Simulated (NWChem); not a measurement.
# Correlation energy of Ga

```
Ga
```
Charge 0, spin multiplicity 2.

Program: NWChem.

Basis set: def2-TZVP. Each correlation energy counts from its own Hartree-Fock reference.

The Hamiltonian is non-relativistic. The correlated methods keep 9 core orbitals frozen. The stability of the SCF solutions was not checked. Open-shell Hartree-Fock references start from PBE0 orbitals. Coupled-cluster values serve here as a point of comparison, not as the truth.

Question: Order these methods by the correlation energy they give, lowest first: CCSD on ROHF, SCS-UMP2, CCSD on UHF, CCSD(T) on ROHF.

Answer: CCSD(T) on ROHF (-191.7 mHa), CCSD on ROHF (-184.1 mHa), CCSD on UHF (-181.0 mHa), SCS-UMP2 (-165.1 mHa)
